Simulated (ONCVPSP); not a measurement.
**Before and after: ONCV potential for platinum**

- Element: platinum (Pt)
- Generator: ONCVPSP 4.0.1
- Type: optimised norm-conserving Vanderbilt (ONCV)
- Functional: PBE
- Relativity: fully relativistic
- Frozen core: [Kr] 4d10 4f14
- Valence charge: 18
- Reference configuration: 5s2 5p6 5d9.5 6s0.5
- Partial waves: 5s+6s: rc 1.40 bohr, ncon 3, nbas 6, qcut 7.9 1/bohr, 2 projectors; 5p: rc 1.80 bohr, ncon 4, nbas 8, qcut 8.9 1/bohr, 1 projector; 5d: rc 2.30 bohr, ncon 4, nbas 9, qcut 7.8 1/bohr, 3 projectors, debl 1.9 Ha
- Local potential: polynomial inside 1.15 bohr (lpopt 5, dvloc0 4 Ha)
- Core correction: none

Open shells are filled in proportion to 2j + 1.

All-electron outer shells of the reference configuration (PBE, scalar-relativistic, ld1.x):

```tsv
shell	level (eV)	outermost node (bohr)	outermost maximum (bohr)
5s	-100.56	0.49	0.87
4f	-68.79	–	0.38
5p	-54.84	0.53	0.98
5d	-5.27	0.57	1.28
6s	-5.26	1.14	2.41
```

Change: d: debl 0.2.

Cutoffs: the cutoffs (Ha) at which the residual kinetic energy of the hardest occupied pseudo-wave falls to 1 and 0.1 mHa per electron; they do not see the model core or the augmentation charge, which bear on the density cutoff. Errors are all-electron minus pseudo energies relative to the spin-unpolarised reference configuration.

**Question.** What does the change do?

**Answer.** The potential gets neither clearly harder nor softer (25 Ha and 29 Ha → 25 Ha and 29 Ha); of the 4 tests that both files solve, the error grows in 2 and shrinks in 0 by more than 15 % and 0.3 meV (median size 0.2 → 0.4 meV); the range in which the d3/2 phases agree narrows (upper end at the end of the scan → 3.6); neither file shows a bound ghost.

```tsv
quantity	base	changed
cutoff, loose	25 Ha	25 Ha
cutoff, tight	29 Ha	29 Ha
bound ghosts	none	none
GHOST(+) flags under 300 eV	s at 247.8 eV	d3/2 at 101.1 eV, d5/2 at 111.0 eV, s at 247.8 eV
error for 5s2 5p6 5d9 6s1, meV [ΔE 0.13 eV]	-0.1	0.0
error for 5s2 5p6 5d9 6s0, meV [ΔE 9.34 eV]	+0.3	+0.4
error for 5s2 5p6 5d8 6s0, meV [ΔE 29.32 eV]	+2.5	+3.4
error for 5s2 5p6 5d8 6s2, meV [ΔE 1.15 eV]	0.0	+0.4
s: phases at 1.42 bohr within 0.05 rad from the reference energy up to (Ha; the scan ends near 5)	to the end of the scan	to the end of the scan
p3/2: phases at 1.83 bohr within 0.05 rad from the reference energy up to (Ha; the scan ends near 5)	0.2	0.2
p1/2: phases at 1.83 bohr within 0.05 rad from the reference energy up to (Ha; the scan ends near 5)	-0.1	-0.1
d5/2: phases at 2.34 bohr within 0.05 rad from the reference energy up to (Ha; the scan ends near 5)	to the end of the scan	3.9
d3/2: phases at 2.34 bohr within 0.05 rad from the reference energy up to (Ha; the scan ends near 5)	to the end of the scan	3.6
```
